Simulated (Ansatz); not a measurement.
Computed with Ansatz on PBE0-D4/def2-TZVP structures; ΔE is electronic, products minus reactants. CCSD(T)/CBS adds triple-zeta CCSD(T) − MP2 to the extrapolated MP2 energy (def2 sets, frozen cores). This one scheme is used for every species. Functionals use def2-TZVPP. One conformer a species, not always the lowest.

Reaction (formal hydrolysis of a C–Cl bond): `B[SiH2]C(F)Cl` + H₂O → `B[SiH2]C(O)F` + HCl

```json
{"level": "PBE-D4", "ΔE (kJ/mol)": "-2.4"}
{"level": "PBE0-D4", "ΔE (kJ/mol)": "-4.1"}
{"level": "PBE", "ΔE (kJ/mol)": "-4.0"}
{"level": "r2SCAN", "ΔE (kJ/mol)": "-5.4"}
{"level": "PBE0", "ΔE (kJ/mol)": "-5.5"}
{"level": "HF/def2-TZVPP", "ΔE (kJ/mol)": "-16.2"}
{"level": "SCS-MP2/def2-TZVPP", "ΔE (kJ/mol)": "-3.8"}
{"level": "CCSD/CBS(def2)", "ΔE (kJ/mol)": "-1.6"}
```

(1) What does CCSD(T)/CBS give? (Estimate.)

Largest T1 diagnostic among the species: 0.012.

## Answers

(1) Computed: +0.7 kJ/mol. The listed levels differ from it by -3.1, -4.8, -4.7, -6.1, -6.2, -16.9, -4.5, -2.3 kJ/mol.

In def2-TZVPP, CCSD(T) changes the Hartree–Fock value by +9.7 kJ/mol (the triples alone add +2.3 kJ/mol) and MP2 by +15.7 kJ/mol.
